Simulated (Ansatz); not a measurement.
Reaction (formal exchange of groups at the Sb–N bond): `C=C=[N][SbH2]` + `C[SiH](N)O` → `N[SiH](O)[SbH2]` + `C=C=NC`

Gas-phase electronic energies from Ansatz, PBE0-D4/def2-TZVP geometries. CCSD(T)/CBS adds triple-zeta CCSD(T) − MP2 to the extrapolated MP2 energy (def2 sets, frozen cores). DFT in def2-TZVPP. def2 core potentials past Kr. For Sb outer-core shells are correlated without core-valence functions, which leaves a few kJ/mol of doubt a bond. One conformer a species, not always the lowest.

`C=C=[N][SbH2]`:

Cartesian coordinates in Å:
```
C -0.794 -1.410 -0.922
C 0.094 -0.796 -0.176
N 0.958 -0.274 0.490
Sb 0.633 1.423 1.632
H -0.886 -1.161 -1.970
H -1.426 -2.177 -0.497
H 1.922 2.252 0.878
H -0.501 2.144 0.566
```

`C[SiH](N)O`:

```xyz
11

C     0.834   -1.132    0.391
Si   -0.290    0.351    0.402
N    -1.083    0.384   -1.120
O     0.508    1.774    0.647
H     1.427   -1.164    1.307
H     0.262   -2.062    0.332
H     1.525   -1.104   -0.457
H    -1.208    0.300    1.570
H    -1.848    1.012   -1.303
H    -1.154   -0.452   -1.676
H     1.026    2.092   -0.094
```

`N[SiH](O)[SbH2]`:

Cartesian coordinates in Å:
```
N -1.243 -0.141 0.783
Si -0.254 0.223 -0.570
O -0.334 -0.987 -1.688
Sb 2.290 0.409 -0.208
H -1.753 0.607 1.226
H -0.964 -0.838 1.454
H -0.800 1.511 -1.084
H -1.213 -1.337 -1.856
H 2.236 -0.935 0.849
H 2.036 1.488 1.096
```

`C=C=NC`:

Cartesian coordinates in Å:
```
C -1.511 -0.626 -1.118
C -0.531 0.076 -0.610
N 0.361 0.782 -0.197
C 1.206 0.449 0.930
H -1.318 -1.339 -1.908
H -2.522 -0.495 -0.757
H 2.246 0.442 0.598
H 0.960 -0.520 1.377
H 1.109 1.232 1.684
```

| level | ΔE (kJ/mol) |
| --- | --- |
| B97M-V | 59.4 |
| CCSD(T)/def2-SVP | 28.1 |

Task: What does CCSD(T)/CBS give? (Estimate.)

Result: Ansatz gave: +47.1 kJ/mol. The listed levels differ from it by 12.3, -19.0 kJ/mol.

Largest T1 diagnostic among the species: 0.015.

At CCSD(T), def2-SVP lies −19.0 kJ/mol from the extrapolated value and def2-TZVPP +2.6 kJ/mol. Leaving LDA and LC-ωPBE aside and taking each functional with its dispersion term where it has one, the values, not all of them listed here, spread over 24.0 kJ/mol, from PBE-D4 to B97M-V. LDA lies −7.9 kJ/mol from PBE without D4.
